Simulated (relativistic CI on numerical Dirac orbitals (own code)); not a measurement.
# In¹³⁺: computed level list

Method of calculation: Dirac-Coulomb-Breit CI, KLI orbitals optimised for each configuration, a model potential for QED, unscaled Slater integrals (own radial code, finite nucleus).

Configurations in the expansion (outside the closed core [Ar] 3d10): 4s²4p⁶, 4s²4p⁵4d, 4s4p⁶4d, 4s²4p⁵4f, 4s4p⁶4f, 4s²4p⁵5s, 4s²4p⁵5p, 4s4p⁶5s, 4s²4p⁵5d, 4s4p⁶5p, 4s²4p⁵5f, 4s²4p⁵6s, 4p⁶4d4f, 4s²4p⁵6p, 4s²4p⁵5g, 4s4p⁶5d, 4s²4p⁵6d, 4s²4p⁵6f, 4s²4p⁵7s, 4s4p⁶5f, 4s²4p⁵7p, 4p⁶4d², 4p⁵4d³, 4p⁵4d²4f, 4p⁵4d²5s, 4p⁵4d²5p, 4p⁶4f², 4p⁵4d4f², 4p⁵4f³, 4p⁵4f²5s, 4p⁵4f²5p, 4p⁶4d5s, 4p⁵4d4f5s, 4p⁵4d5s², 4p⁵4d5s5p. Double excitations out of closed p, d and f shells are left out; levels of such configurations are missing from the list, as are those of other unlisted configurations, and high levels can miss mixing partners. These lack a partner that the ground configuration has and come out too high: 4s²4p⁵5d, 4s²4p⁵5f, 4s²4p⁵6s, 4s²4p⁵6p, 4s²4p⁵5g.

```csv
No.,Configuration,Term,J,E (cm⁻¹),%,Next component (%)
1,4s²4p⁶,¹S,0,0,100,
2,4s²4p⁵4d,³P°,0,500418,100,
3,4s²4p⁵4d,³P°,1,508842,92,7 ³D°
4,4s²4p⁵4d,³P°,2,525535,72,24 ³D°
5,4s²4p⁵4d,³F°,4,526367,100,
6,4s²4p⁵4d,³F°,3,527225,75,17 ¹F°
7,4s²4p⁵4d,³F°,2,539778,45,36 ¹D°
8,4s²4p⁵4d,³D°,3,560960,64,36 ¹F°
9,4s²4p⁵4d,³D°,1,584269,90,7 ³P°
10,4s²4p⁵4d,³F°,2,593333,51,36 ¹D°
11,4s²4p⁵4d,³D°,2,610620,51,27 ¹D°
12,4s²4p⁵4d,¹F°,3,617218,47,28 ³D°
13,4s²4p⁵4d,¹P°,1,734700,96,3 ³D°
14,4s4p⁶4d,³D,1,955556,90,10 4s²4p⁵4f ³D
15,4s4p⁶4d,³D,2,960621,90,9 4s²4p⁵4f ³D
16,4s4p⁶4d,³D,3,969411,91,8 4s²4p⁵4f ³D
17,4s4p⁶4d,¹D,2,1028990,99,
18,4s²4p⁵4f,³G,5,1155195,100,
19,4s²4p⁵4f,³G,4,1162482,72,23 ¹G
20,4s²4p⁵5s,³P°,2,1164671,100,
21,4s²4p⁵4f,³D,1,1165174,90,10 4s4p⁶4d ³D
22,4s²4p⁵4f,³D,2,1169696,77,13 ³F
23,4s²4p⁵5s,¹P°,1,1171968,58,41 ³P°
24,4s²4p⁵4f,³G,3,1173978,46,29 ³F
25,4s²4p⁵4f,³D,3,1175233,54,24 ¹F
26,4s²4p⁵4f,³F,4,1181314,57,41 ¹G
27,4s²4p⁵4f,³F,2,1200103,57,37 ¹D
28,4s²4p⁵4f,³G,3,1232558,53,27 ¹F
29,4s²4p⁵5s,³P°,0,1232892,99,
30,4s²4p⁵5s,³P°,1,1237527,58,42 ¹P°
```

Energies count from the lowest computed level; ° marks odd parity.

The mean weight of the leading LS term, summed over parents, in these 30 levels is 76 %, and that of the leading jj configuration (from the same eigenvectors) 84 %.

At this charge energies of transitions that change n are usually good to better than 1 %, and those within a shell (Δn = 0) to a few per cent.

LS names give the leading component of a level, which can be under half, so a name can repeat, a term be missing and a line seem to break the LS rules.
